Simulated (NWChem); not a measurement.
Species: BHI₂; SMILES IBI

def2 effective core potentials on I; no spin-orbit coupling.

Problem. Give the equilibrium geometry at PBE0/def2-SVP with def2 effective core potentials on I (NWChem) as an XYZ file, with the point group.

Solution. point group C2v; any orientation.
```
4

B      0.0000     0.0000    -0.9338
H      0.0000     0.0000    -2.1338
I     -1.8517     0.0000     0.0716
I      1.8517     0.0000     0.0716
```
